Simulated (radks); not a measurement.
Values are calculated unless marked as measured or tabulated.
Coulomb parameter of the 4f shell of the praseodymium ion Pr3+ in the model configuration [Xe] 4f1 6s1, as a second difference U = [E(n + 0.5) + E(n - 0.5) - 2 E(n)] / (0.5)^2 with all orbitals relaxed. "Bare": the charge of the atom changes with n. "Screened": the 6s shell takes up the change at fixed total charge, which measures U(4f,4f) + U(6s,6s) - 2 U(4f,6s). Level of theory: Dirac Kohn-Sham, PBE, spin-unpolarised, spherical densities, point nucleus; open shells are shared between the two j in proportion to 2j + 1 (a radial shooting solver on a logarithmic mesh with Libxc functionals).

| case | configuration | E - E(n) (eV) |
|---|---|---|
| start | [Xe] 4f1 6s1 | 0.000 |
| bare +0.5 | [Xe] 4f1.5 6s1 | -17.430 |
| bare -0.5 | [Xe] 4f0.5 6s1 | 22.186 |
| screened +0.5 | [Xe] 4f1.5 6s0.5 | -7.110 |
| screened -0.5 | [Xe] 4f0.5 6s1.5 | 9.159 |

U(bare) = 19.026 eV, U(screened by 6s) = 8.195 eV.
